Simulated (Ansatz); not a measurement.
Consider the hydrogenolysis of a C–F bond: `C[Se]CF` + H₂ → dimethyl selenide + H–F.

Computed with Ansatz on PBE0-D4/def2-TZVP structures; ΔE is electronic, products minus reactants. CCSD(T)/CBS is the MP2 limit (def2-TZVPP, def2-QZVPP) plus CCSD(T) − MP2 in def2-TZVPP, frozen cores. This one scheme is used for every species. Functionals use def2-TZVPP. HSE06 is defined as in plane-wave codes. For Se outer-core shells are correlated without core-valence functions, which leaves a few kJ/mol of doubt a bond. Scalar relativity is left out up to krypton. One conformer a species, not always the lowest.

`C[Se]CF`:

```xyz
9

C    -0.537   -1.064   -0.836
Se   -1.128    0.025    0.660
C     0.508    1.023    0.886
F     0.711    1.951   -0.110
H    -1.375   -1.703   -1.111
H     0.309   -1.684   -0.542
H    -0.275   -0.426   -1.678
H     1.356    0.337    0.888
H     0.431    1.542    1.843
```

H₂:

Cartesian coordinates in Å:
```
H -0.032 -0.370 0.039
H 0.032 0.370 -0.039
```

`C[Se]C`:

Z-matrix (Å, degrees):
```
C
Se 1 1.940
H 1 1.089 2 107.0
H 1 1.090 2 110.4 3 118.8
H 1 1.090 2 110.4 3 -118.8
C 2 1.940 1 96.9 3 -179.9
H 6 1.090 2 110.4 1 -61.2
H 6 1.090 2 110.4 1 61.1
H 6 1.089 2 107.0 1 180.0
```

H–F:

```xyz
2

F     0.406    0.214    0.022
H    -0.406   -0.214   -0.022
```

| level | ΔE (kJ/mol) | difference from CCSD(T)/CBS |
| --- | --- | --- |
| PBE-D4 | -93.9 | 17.2 |
| PBE0-D4 | -104.1 | 7.0 |
| HSE06-D4 | -104.2 | 6.9 |
| ωB97M-V | -100.6 | 10.5 |
| B2PLYP | -103.9 | 7.2 |
| r2SCAN0 | -104.3 | 6.8 |
| BHLYP | -106.2 | 4.9 |
| RPA@PBE/def2-TZVPP | -102.0 | 9.1 |
| HF/def2-SVP | -108.4 | 2.7 |
| MP2/def2-TZVPP | -115.0 | -3.9 |
| SCS-MP2/def2-TZVPP | -110.6 | 0.5 |
| CCSD/def2-TZVPP | -112.4 | -1.3 |
| CCSD(T)/def2-TZVPP | -109.2 | 1.9 |
| HF/def2-QZVPP | -112.0 | -0.9 |
| SCS-MP2/def2-QZVPP | -112.2 | -1.1 |
| MP2/CBS(def2) | -117.0 | -5.9 |
| CCSD(T)/CBS | -111.1 | 0 |

Largest T1 diagnostic among the species: 0.010.

At CCSD(T), def2-SVP lies +10.7 kJ/mol from the extrapolated value and def2-TZVPP +1.9 kJ/mol. From r2SCAN to r2SCAN0 (25 % exact exchange), in def2-TZVPP and without D4, ΔE moves by −9.3 kJ/mol.

CCSD(T)/CBS has its own doubt, a few kJ/mol and more with outer-core shells, so smaller differences from it don't rank the levels.
